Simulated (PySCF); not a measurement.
GeF₂, SMILES [Ge]([F])[F] (connectivity only; charge and spin as stated), neutral, multiplicity 1. Geometry optimised at B3LYP-D3(BJ)/def2-TZVP. The isomer is the one that the SMILES or the coordinates give; other isomers of the formula were not compared.

TDDFT-B3LYP/def2-SVPD in PySCF puts the lowest singlet excitations at 5.40, 6.55, 7.27, 7.60, 7.97, 8.27 eV.

Q: What are the lowest excitation roots from ADC(2)/aug-cc-pVDZ in PySCF? (The exact figures need the calculation; the answer reports its results.)

A: 5.27, 7.15, 7.74, 7.83, 7.88, 8.13 eV. S1 differs by -0.14 eV (second minus first; roots are paired by order, and the bases may differ).
